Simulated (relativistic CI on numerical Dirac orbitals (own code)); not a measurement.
## Nd2+ (4f4) in a crystal field

Calculated by Dirac-Coulomb-Breit CI, separate exchange-only KLI orbitals for each configuration, model QED (radiative potential, 1s self-energy scaled to tabulated hydrogen-like ionisation energies), valence Slater integrals scaled by 0.75, one configuration in a parametric crystal field (own radial code).

Field parameters in Wybourne normalisation; cubic f-shell fields have B⁴₄ = √(5/14) B⁴₀ and B⁶₄ = −√(7/2) B⁶₀. The field is a parameter set, without covalency.

S is read from ⟨S²⟩ = S(S + 1).

Levels (cm⁻¹, degeneracy): 0 (2), 55 (3), 181 (1), 262 (3), 1181 (3), 1261 (3), 1281 (2), 1323 (3), 2414 (2), 2417 (3), 2504 (1), 2512 (3).

Which field gives this pattern?
A. Oh, B40 = -1060, B60 = -370 cm⁻¹
B. Oh, B40 = -1350, B60 = 140 cm⁻¹
C. Oh, B40 = -1210, B60 = 490 cm⁻¹

A. Oh, B40 = -1060, B60 = -370 cm⁻¹, ground level with S = 1.98.
